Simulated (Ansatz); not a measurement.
`BOC(C)F` + `[OH][GeH2][TeH]` → `[CH3][GeH]([OH])[TeH]` + `BOCF`  (formal exchange of groups at a C–C bond)

Isolated molecules relaxed with PBE0-D4/def2-TZVP in Ansatz; ΔE leaves out vibrations. CBS: MP2 limit from def2 TZ/QZ plus the TZ coupled-cluster correction, frozen cores. Functionals use def2-TZVPP. def2 core potentials past Kr. For Ge, Te outer-core shells are correlated without core-valence functions, which leaves a few kJ/mol of doubt a bond. Scalar relativity is left out up to krypton. One conformer a species, not always the lowest.

```json
{"level": "PBE0-D4", "ΔE (kJ/mol)": "-16.4"}
{"level": "ωB97X-V", "ΔE (kJ/mol)": "-14.1"}
{"level": "ωB97M-V", "ΔE (kJ/mol)": "-15.0"}
{"level": "SCS-MP2/def2-TZVPP", "ΔE (kJ/mol)": "-21.7"}
{"level": "CCSD/def2-TZVPP", "ΔE (kJ/mol)": "-19.1"}
{"level": "CCSD(T)/def2-TZVPP", "ΔE (kJ/mol)": "-19.7"}
{"level": "HF/def2-QZVPP", "ΔE (kJ/mol)": "-11.9"}
{"level": "MP2/CBS(def2)", "ΔE (kJ/mol)": "-24.6"}
```

(1) What does CCSD(T)/CBS give? (Best estimate.)

Largest T1 diagnostic among the species: 0.013.

Results:

(1) Ansatz gave: -19.8 kJ/mol. The listed levels differ from it by 3.4, 5.7, 4.8, -1.9, 0.7, 0.1, 7.9, -4.8 kJ/mol.

In def2-TZVPP, CCSD(T) changes the Hartree–Fock value by −7.0 kJ/mol (the triples alone add −0.6 kJ/mol) and MP2 by −11.7 kJ/mol.
